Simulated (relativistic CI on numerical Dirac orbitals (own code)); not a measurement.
# Er²⁺ (4f12) in a crystal field

Calculated by Dirac-Coulomb-Breit CI, orbitals from a KLI potential per configuration, QED by a radiative potential, valence Slater integrals scaled by 0.85, one configuration in a parametric crystal field (own radial code).

Field parameters in Wybourne normalisation; cubic f-shell fields have B⁴₄ = √(5/14) B⁴₀ and B⁶₄ = −√(7/2) B⁶₀. The field is a parameter set, without covalency.

S is read from ⟨S²⟩ = S(S + 1).

Powder χT (cm³ K mol⁻¹) by Van Vleck's formula, with temperature-independent terms:

```
                                                                                                       Field    2 K   5 K  10 K  20 K  50 K  100 K  200 K  300 K
C2v, B20 = -30, B22 = -20, B40 = -440, B42 = 310, B44 = -470, B60 = 330, B62 = 0, B64 = 240, B66 = -130 cm⁻¹  0.548  1.37  2.65  4.38  6.08   6.73   7.01   7.08
                                D3d, B20 = 1000, B40 = 230, B43 = 750, B60 = -200, B63 = 160, B66 = 230 cm⁻¹  0.635  1.59  3.07   4.8   6.1   6.62   6.92   7.03
                                                      D3h, B20 = 500, B40 = 150, B60 = -130, B66 = -130 cm⁻¹   1.86  4.14  5.63   6.4  6.87   7.03   7.11   7.13
                                                                               Oh, B40 = 690, B60 = 190 cm⁻¹  0.606  1.52  2.98  4.97  6.41    6.8   7.02   7.08
                                                                             Oh, B40 = -1650, B60 = 220 cm⁻¹  0.863  2.16  4.01  5.52  6.19   6.45   6.77   6.93
                                                                             Oh, B40 = -620, B60 = -220 cm⁻¹   5.07  5.58   5.7  5.83   6.2   6.66   6.99   7.07
```

Problem. For Oh, B40 = -1650, B60 = 220 cm⁻¹: what effective moment follows at 300 K?

Solution. μ_eff = √(8χT) = 7.44 μB. The LS value g√(J(J + 1)) of the free ion's ³H6 level is 7.56 μB.
